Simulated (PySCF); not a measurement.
**Broadened absorption spectrum of C5H9B2NO2**

C₅H₉B₂NO₂.
Bonds: O1–B2, B2–O3, B2–B4, B4–N5, N5–C6 (aromatic), C6–C7 (aromatic), C7–C8 (aromatic), C8–C9 (aromatic), C9–C10 (aromatic), N5–C10 (aromatic). Hydrogens: H11 on O1; H12 on O3; H13, H14 on B4; H15 on C6; H16 on C7; H17 on C8; H18 on C9; H19 on C10.

Computed, not measured: TDDFT wB97X-D/def2-SVPD, vertical, gas phase, core orbitals frozen in the response in PySCF. Isolated species at its PBE0-D3(BJ)/def2-SVP geometry (one conformer only). Torsions of this conformer, `[OH:1][B:2]([OH:3])[BH2-:4][n+:5]1[cH:6][cH:7][cH:8][cH:9][cH:10]1`: O1–B2–B4–N5 176°, B2–B4–N5–C6 82°, H–O1–B2–O3 180°, H–O3–B2–O1 0°.

Computed states:

| state | E (eV) | f |
| --- | --- | --- |
| S1 | 4.38 | 0.182 |
| S2 | 4.83 | 0.0004 |
| S3 | 5.49 | 0.0002 |
| S4 | 5.76 | 0.090 |
| S5 | 6.36 | 0.015 |
| S6 | 6.55 | 0.050 |
| S7 | 6.59 | 0.053 |
| S8 | 6.76 | 0.043 |
| S9 | 6.98 | 0.0015 |
| S10 | 7.03 | 0.0034 |

Broadening: Gaussians 0.3 eV wide at half height, area fixed by f = 4.319×10⁻⁹ ∫ε dν̃. The width is an assumption, not a result. The curve ends short of the highest state used, and states not computed would add to its high-energy end.

**Question.** Give the broadened spectrum and its maxima.

**Answer.** 
(E (eV), ε (L mol⁻¹ cm⁻¹)): (3.93, 35), (4.01, 262), (4.10, 1554), (4.19, 5608), (4.27, 11541), (4.36, 16222), (4.44, 14441), (4.53, 7910), (4.62, 2637), (4.70, 669), (4.79, 115), (4.88, 37), (4.96, 20), (5.05, 7), (5.13, 2), (5.22, 3), (5.31, 22), (5.39, 131), (5.48, 734), (5.56, 2358), (5.65, 5557), (5.74, 7981), (5.82, 7248), (5.91, 4063), (6.00, 1407), (6.08, 478), (6.17, 572), (6.25, 1361), (6.34, 3179), (6.43, 6266)

Maxima: 283 nm (4.38 eV), ε about 16000, made up of S1 (100%); 215 nm (5.76 eV), ε about 8100, made up of S4 (100%) (ε in L mol⁻¹ cm⁻¹; maxima over ε = 5, shares over 10%). At its high-energy end, 6.43 eV, the curve is still rising (ε about 6300, from S5, S6 and S7).

**Question.** What would ε be at 4.38 eV, the highest of these maxima, with half the width (0.15 eV)?

**Answer.** About 32700 L mol⁻¹ cm⁻¹ against 16400, a factor of about 2.00; a lone state at its own centre would give exactly 2.

**Question.** Coming from long wavelengths, where does ε first pass 100 L mol⁻¹ cm⁻¹?

**Answer.** At about 312 nm (3.97 eV), 0.41 eV below S1.

**Question.** On this curve, what absorbance would a 10⁻⁴ mol/L sample give at 308 nm over a 1 cm path?

**Answer.** 308 nm is 4.025 eV, where ε is about 370 L mol⁻¹ cm⁻¹, so A = ε c l ≈ 0.037 (Beer–Lambert, with the gas-phase spectrum and the assumed width).

All these states lie below the vertical ionisation energy of 8.42 eV (ΔSCF).
